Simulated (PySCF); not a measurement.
A calculated (TPSSh, PySCF 2.14, ANO-RCC-VTZP, scalar relativity by spin-free X2C-1e) atom or ion has these occupied shells.

```json
{"shell": "1s", "electrons": "2", "orbital energy (eV)": "-17.199", "rms radius, mean of both spins (bohr)": "1.09"}
```

Problem. Name the element and its charge.

Solution. He (helium, neutral), in 1s2, closed-shell 1S.
